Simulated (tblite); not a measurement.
Compound: C₆H₁₀ClFSi.
Z-matrix (Å and degrees, GFN2-xTB geometry), rows numbered from 1:
```
C 
C   1  1.3250
C   2  1.5096  1  122.91
C   3  1.5317  2  109.11  1   149.77
C   4  1.5237  3  111.00  2   -72.91
Cl  5  1.7807  4  110.89  3   -66.94
C   4  1.5355  3  106.45  2    46.30
F   7  1.3865  4  111.10  3  -165.33
Si  2  1.8884  1  128.01  3   178.80
H   1  1.0768  2  121.61  3   179.14
H   1  1.0799  2  122.22  3    -0.42
H   3  1.0940  2  108.75  1   -91.49
H   3  1.0905  2  111.53  1    27.24
H   4  1.0951  3  110.62  2   166.76
H   5  1.0911  4  110.95  3    51.81
H   5  1.0898  4  111.12  3   174.34
H   7  1.0962  4  109.21  3    79.38
H   9  1.4613  2  115.12  1   -61.09
H   9  1.4631  2  114.78  1    71.47
```

Method: GFN2-xTB as coded in tblite; computed harmonic values from a numerical Hessian at the method's own geometry, unscaled. Against measured fundamentals such values can be off by several per cent, at times by over 20. Modes of hydrogen on silicon can be 10 to 20 % off. One conformer, not necessarily the lowest.

Harmonic wavenumbers (cm⁻¹): 52.3, 71.7, 127.1, 165.7, 223.0, 253.8, 308.7, 331.5, 357.6, 380.2, 460.8, 506.8, 560.1, 596.9, 625.3, 660.6, 679.7, 697.8, 767.7, 776.8, 866.0, 897.6, 917.8, 943.4, 984.7, 1042.7, 1067.1, 1074.2, 1132.4, 1175.1, 1181.1, 1208.2, 1248.8, 1276.5, 1288.5, 1303.5, 1330.0, 1416.7, 1434.2, 1462.1, 1688.6, 2271.6, 2288.7, 2908.1, 2937.7, 2948.6, 2971.5, 2992.3, 2995.7, 3073.0, 3115.5.

A = 1443, B = 924.8, C = 641.7 MHz; mass 164.022 u (most abundant isotopes); point group C1, symmetry number 1.

Zero-point energy?

½Σν̃ = 31023 cm⁻¹ = 371.12 kJ/mol.

What is S at 200 K and 1 bar for an ideal gas of classical rigid rotors and harmonic oscillators?

Translation 164.16, rotation 121.83, vibration 73.71: S = 359.7 J/(mol K).

And Cp and H(200 K) − H(0)?

Cp = 122.12 J/(mol K), of which vibrations give 88.86 (their classical limit is 51 R = 424.0); H(200 K) − H(0) = 15.00 kJ/mol without the zero-point energy, 8.34 from vibrations.

What must be added to the electronic energy to get the Gibbs energy at 200 K and 1 bar?

ZPE + [H(200 K) − H(0)] − T·S = 371.12 + 15.00 − 71.94 = 314.18 kJ/mol.

Blend soft modes into free rotors: weight 1/[1 + (100 cm⁻¹/ν̃)⁴] for the oscillator and the rest for a rotor with moment μB/(μ + B), μ = h/(8π²ν), B = 10⁻⁴⁴ kg m². What vibrational entropy results?

68.96 J/(mol K) in place of 73.71, which changes −T·S at 200 K by +0.95 kJ/mol.

Which modes carry the vibrational entropy at 200 K?

52.3 cm⁻¹: 16.49; 71.7 cm⁻¹: 13.91; 127.1 cm⁻¹: 9.34; 165.7 cm⁻¹: 7.33; 223.0 cm⁻¹: 5.22; 253.8 cm⁻¹: 4.38 J/(mol K); the other 45 give 17.04 together.

Hindered rotation and anharmonicity are outside this model. Other conformers, if any are populated, would add a mixing term that is left out. The structure is chiral; the term R ln 2 for an equal mix with its mirror image is left out.
